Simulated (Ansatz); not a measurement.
Start from `[OH][Sn][F]` and change one atom or group to get `[F][Sn][O][SiH3]`.

Ansatz, PBE0-D4/def2-TZVP geometries, multiplicity 1. Each molecule was computed in one conformer, which needn't be the lowest.

Elements past krypton have def2 core potentials.

| property | `[OH][Sn][F]` |
| --- | --- |
| HOMO–LUMO gap (B3LYP/def2-TZVPP) / eV | 5.11 |
| size of the dipole moment (ωB97M-V/def2-TZVPP) / D | 4.17 |
| size of the dipole moment (PBE/def2-TZVPP) / D | 3.91 |
| size of the dipole moment (B3LYP/def2-TZVPP) / D | 4.20 |
| HOMO–LUMO gap (ωB97M-V/def2-TZVPP) / eV | 9.47 |
| HOMO energy (ωB97M-V/def2-TZVPP) / eV | -10.03 |

(1) Give the same properties after the change, and the shifts. (Best estimate.)

Answers

(1) The calculation gave: 
```csv
property,`[F][Sn][O][SiH3]`,shift
HOMO–LUMO gap (B3LYP/def2-TZVPP) / eV,5.36,0.25
size of the dipole moment (ωB97M-V/def2-TZVPP) / D,3.09,-1.08
size of the dipole moment (PBE/def2-TZVPP) / D,2.88,-1.03
size of the dipole moment (B3LYP/def2-TZVPP) / D,3.08,-1.12
HOMO–LUMO gap (ωB97M-V/def2-TZVPP) / eV,9.76,0.29
HOMO energy (ωB97M-V/def2-TZVPP) / eV,-10.61,-0.58
```

With PBE0 the HOMO falls by 0.55 eV and the LUMO falls by 0.28 eV, so the gap widens by about 0.27 eV. PBE moves the HOMO by -0.47 eV and ωB97M-V by -0.58 eV. Dipoles are sizes alone; their direction can turn.

B3LYP here is the variant with VWN-RPA as its local correlation; programs differ in this.
